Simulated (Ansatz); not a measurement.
## Nd(BH4)3 in a box, plane waves

Ansatz 0.2.0, DFT PBE, scalar-relativistic, plane waves, PAW, molecule in a box. The geometry was relaxed with Gaussian bases (TPSS; Nd lcecp-1-SVP with ECP49, B def2-SVP, H def2-SVP).

```yaml
crystal:
  lattice:
    - [14.77, 0.0, 0.0]
    - [0.0, 15.47, 0.0]
    - [0.0, 0.0, 10.99]
  atoms:
    - { symbol: Nd, position: [0.44222072, 0.49977246, 0.49991538], spin: 3.0 }
    - { symbol: B, position: [0.61367502, 0.5005488, 0.49991538] }
    - { symbol: H, position: [0.69521598, 0.49917324, 0.49991538] }
    - { symbol: H, position: [0.57897089, 0.46265934, 0.5903667] }
    - { symbol: H, position: [0.57897089, 0.46265934, 0.40946315] }
    - { symbol: H, position: [0.58068111, 0.57509114, 0.49991538] }
    - { symbol: B, position: [0.35578944, 0.64114867, 0.49991538] }
    - { symbol: H, position: [0.31626676, 0.70925792, 0.49991538] }
    - { symbol: H, position: [0.40750982, 0.63139819, 0.5903667] }
    - { symbol: H, position: [0.40750982, 0.63139819, 0.40946315] }
    - { symbol: H, position: [0.30467163, 0.57659729, 0.49991538] }
    - { symbol: B, position: [0.35719838, 0.35761862, 0.49991538] }
    - { symbol: H, position: [0.31518009, 0.29088559, 0.49991538] }
    - { symbol: H, position: [0.3401828, 0.40525856, 0.5903667] }
    - { symbol: H, position: [0.3401828, 0.40525856, 0.40946315] }
    - { symbol: H, position: [0.44131009, 0.34762896, 0.49991538] }
basis:
  ecutwfc: 420
  ecutrho_ratio: 4
kpoints:
  mp_grid: { grid: [1, 1, 1] }
hamiltonian:
  xc: pbe
scf:
  occupations: { method: gaussian, width: 0.01 }
output:
  forces: true
  eigenvalues: true
  populations: true
  hubbard: { sites: [{ species: Nd, l: f }] }
magnetization:
  spin_polarized: true
```

Command:
```sh
ansatz run input.yaml --threads 4 --pin off --max-ram 8192MiB --backend cpu --events-out ev --progress --plain --runs-dir out
```
It took 2.3 min on 4 threads of Intel(R) Xeon(R) Platinum 8259CL CPU @ 2.50GHz (Skylake/Cascade Lake), on a shared host, peak memory 1.8 GiB.

Problem. How does the SCF go?

Solution. 
```
SCF iter   1: F=—  HF=-8001.487674 eV  |F-HF|=—  |Δ(HF+E_count)|=         —  Δρ=1.43e-2 (↑1.43e-2 ↓1.42e-2)
Mixer restart at iter 1: flushing history
preconditioner: auto → Resta (q_TF=auto, 1.338 Å⁻¹)  ε∞=1.2  [insulator: Δε(μ)=0.025 eV  Ē_g=8.597 eV  σ=0.010 eV  W_gap=0.93  n_s
spin=Collinear: Resta preconditioning applied to the charge; magnetization (m = ρ↑ − ρ↓) channel mixes plain (no charge-response k
SCF iter   2: F=—  HF=-7993.864081 eV  |F-HF|=—  |Δ(HF+E_count)|=    7.62e0  Δρ=8.59e-3 (↑8.59e-3 ↓8.21e-3)
...
preconditioner: auto → Resta (q_TF=auto, 1.338 Å⁻¹)  ε∞=1.3  [insulator: Δε(μ)=0.881 eV  Ē_g=7.467 eV  σ=0.010 eV  W_gap=1.00  n_s
spin=Collinear: Resta preconditioning applied to the charge; magnetization (m = ρ↑ − ρ↓) channel mixes plain (no charge-response k
SCF iter   2: F=—  HF=-7992.240038 eV  |F-HF|=—  |Δ(HF+E_count)|=   2.79e-5  Δρ=6.38e-6 (↑6.38e-6 ↓4.93e-6)
SCF iter   3: F=-7992.240038 eV  HF=-7992.240038 eV  |F-HF|=1.53e-8  |Δ(HF+E_count)|=   6.63e-7  Δρ=1.02e-6 (↑1.02e-6 ↓4.63e-7)
SCF iter   4: F=-7992.240038 eV  HF=-7992.240038 eV  |F-HF|=1.53e-8  |Δ(HF+E_count)|=  1.82e-12  Δρ=1.02e-6 (↑1.02e-6 ↓4.63e-7)
```

Problem. Which levels lie next to the highest filled one (eV, counted from it)?

Solution. Filled: -1.71, -1.61, -1.58, -1.36, -1.35, -1.31, -1.31, -0.07, -0.07, 0.00. Empty: 0.88, 0.88, 1.07, 1.21, 2.18, 2.18, 2.23, 2.44.

Problem. How is the f shell of Nd1 filled?

Solution. Natural occupations, full = 1; up: 0.03, 0.03, 0.04, 0.12, 0.99, 0.99, 0.99; down: 0.01, 0.01, 0.01, 0.02, 0.02, 0.03, 0.07; in all 3.37 e.

Problem. What forces are left at this geometry, relaxed with Gaussian bases (eV/Å)?

Solution. 
```
Nd   0.00  0.00  0.14
B   -0.06 -0.06 -0.02
H   -0.16 -0.01  0.02
H    0.07  0.07 -0.12
H    0.05  0.07  0.09
H    0.01 -0.07 -0.01
B    0.08 -0.02 -0.02
H    0.09 -0.14  0.02
H   -0.10  0.02 -0.12
H   -0.08  0.01  0.09
H    0.06  0.04 -0.01
B   -0.03  0.08 -0.02
H    0.07  0.15  0.02
H    0.03 -0.09 -0.12
H    0.03 -0.08  0.09
H   -0.06  0.03 -0.01
```

The open shells may stand above their lowest state.

The forces come from the other functional as well as from the basis.

No frequency check is given that shows the relaxed geometry to be a minimum. An lcecp potential fixes the number of 4f electrons, so in runs with it no electron can move into or out of that shell.
